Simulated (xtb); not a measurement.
C3H7BFNO, SMILES C/C=C/OB(N)F. All values are semi-empirical tight-binding results from xtb (GFN2-xTB unless named), good for trends rather than for accurate numbers. The structure is a stationary point at GFN2-xTB. The structure was generated by enumeration; whether it is a known compound was not checked. Other conformers were not sampled.

Computed properties:
```yaml
point_group_as_xtb_finds_it: Cs
orbital_gap: 4.87 eV
dipole_moment: 1.56 D
zero_point_energy: 66.5 kcal/mol
G − E(el) at 298.15 K (modified RRHO): 45.7 kcal/mol
static polarisability (D4 model): 66.0 bohr³
solvation energy, GFN2-xTB/ALPB(water): -5.9 kcal/mol
solvation energy, GFN2-xTB/ALPB(octanol): -7.2 kcal/mol
```

Problem. Give the IR lines (harmonic; lines under 4 % of the strongest left out, lines within 3 cm⁻¹ merged). (Estimate from the structure and the level; the computed values follow.)

Solution. ν (cm⁻¹): 435 (m), 531 (m), 958 (w), 992 (w), 1150 (m), 1239 (m), 1267 (vs), 1383 (vs), 1511 (s), 1727 (w), 2996 (w), 3013 (w), 3033 (w), 3046 (w), 3086 (w), 3543 (w) (against the strongest line: vs over 80 %, s over 45 %, m over 15 %, w over 4 %, vw less)
